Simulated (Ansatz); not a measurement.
Several settings on one geometry of the cluster Li₆Al (the lowest doublet isomer of a short search) (that of the charge 0 doublet, PBE0-D4/def2-TZVP). Ansatz on 4 threads of Arm Neoverse V2 on a shared host; times are rough.

```xyz
7

Al    0.0243   -0.6595    0.0607
Li   -1.7226    0.9063    1.1522
Li   -1.5175   -0.8305   -2.0161
Li   -0.0783   -1.3991    2.5934
Li    1.4974    1.0518    1.3233
Li    1.8021   -0.6905   -1.8246
Li   -0.0054    1.6215   -1.2888
```

Totals from different functionals, basis sets or treatments of relativity can't be compared as stabilities.

B3LYP takes the VWN-RPA correlation.

Problem. Give the basis size and estimate the energy, ⟨S²⟩, dipole and time of these runs.

```tsv
run	method	charge	state	further keys
1	UKS B3LYP-D4/pcseg-2	0	doublet	pseudopotentials: {relativity: none}; scf: {omitted_lower_state_checks: [starts]}; forces asked
2	UKS r2SCAN0/def2-TZVP	0	doublet	scf: {omitted_lower_state_checks: [starts]}; forces asked
3	UKS revPBE/6-31G	0	doublet	point_charges: [{charge: -1.00, position_ang: [4.794, 0.314, -0.439]}]; scf: {lower_state_search: off}; forces asked
```

Solution. 
| run | functions | energy (Eh) | ⟨S²⟩ | dipole (D) | wall time |
| --- | --- | --- | --- | --- | --- |
| 1 | 124 | -287.6236 | 0.77 | 0.61 | 3.1 s |
| 2 | 121 | -287.4967 | 0.83 | 0.82 | 9.5 s |
| 3 | 67 | -287.5083 | 0.78 | 9.28 | 0.95 s |
